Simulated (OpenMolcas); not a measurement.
## Si: CASPT2 settings compared

```yaml
Program: OpenMolcas
Basis: ANO-L-VQZP [6s5p3d2f]
Scalar_Hamiltonian: non-relativistic, point nucleus
Active_space: 4 electrons in 4 orbitals (3s 3p)
State_averaging: 2S+1 = 3 even, 3 roots; 2S+1 = 1 even, 6 roots kept (CI in the orbitals of an earlier block); 2S+1 = 5 odd, 1 root
Spin-orbit_coupling: state interaction with AMFI integrals over the reference wave functions, term energies averaged over their components
```

Methods on the same reference wave functions:
A. CASSCF
B. SS-CASPT2, IPEA 0.4 Eh, imaginary shift 0.05 Eh (closed shells correlated: none)
C. SS-CASPT2, IPEA 0.35 Eh, imaginary shift 0.5 Eh (closed shells correlated: none)
D. SS-CASPT2, IPEA 0.3 Eh, sigma2 regulariser 0.25 Eh (closed shells correlated: none)

Energies in cm⁻¹ above 3s² 3p² ³P₀, the measured ground level; measured values from NIST Handbook of Basic Atomic Spectroscopic Data.

```
      Level      A      B      C      D  Measured
3s² 3p² ³P₀    0.0    0.0    0.0    0.0       0.0
3s² 3p² ³P₁   66.7   67.1   67.0   67.1      77.1
3s² 3p² ³P₂    195    195    195    195       223
3s² 3p² ¹D₂   8983   5640   5920   5750      6299
3s² 3p² ¹S₀  15804  13550  14190  13710     15394
3s 3p³ ⁵S°₂  22446  28490  28580  28760     33326
```

Deviations, from unrounded energies. A percentage is the sum of absolute deviations over the sum of measured energies, with the sign that they share, or ± where signs differ.

```tsv
Against measurement	Levels	A	B	C	D
mean absolute deviation (cm-1)	5	2800	1500	1300	1400
fine structure of the ground term (%)	2	-12.9	-12.8	-12.9	-12.8
other terms of the ground configuration (%)	2	+14.3	-11.6	-7.3	-10.3
other configurations (%)	1	-32.6	-14.5	-14.3	-13.7
```

C lies closest to measurement on these levels and A furthest from it. The largest miss of C in the table is 3s 3p³ ⁵S°₂, by -4800 cm-1. The ranking rests on the paired levels alone, and a cruder setting can come out closer through cancelling errors.

Among B to D the level of the table that moves most is 3s² 3p² ¹S₀, by 640 cm-1 (lowest in B, highest in C). Moves below CASPT2's spread within the term are not significant.

From A to B the spin-free energies of the other terms of 3s² 3p² shown, above ³P, scale by factors of 0.62 to 0.86.

The lowest spin-free term lies below A's lowest term by 0.049 hartree in B, 0.050 hartree in C, 0.051 hartree in D.

CASPT2 breaks the degeneracy within a term, and the mean is taken; among the terms shown or strongly mixed into the levels shown the widest spread is 35 cm-1 (3s² 3p² ¹D, B). Terms from blocks run as CI alone lack orbitals of their own. Terms of s pⁿ other than that of highest spin mix with s² pⁿ⁻² d, which this space lacks; all of them can be thousands of cm-1 off, and some have no real level of that name. Without dynamic correlation excited terms often stand tens of per cent too high (terms of higher spin than the ground term too low), and those without a measured partner can miss by more than the paired ones (holds for A). Computed and measured levels are paired by configuration, term and J; levels that our copy of the source lacks, or whose pairing is in doubt (as where it misses far off the trend of its configuration), stay unpaired and out of the deviations. Only configurations of the active space appear.

° marks odd parity.
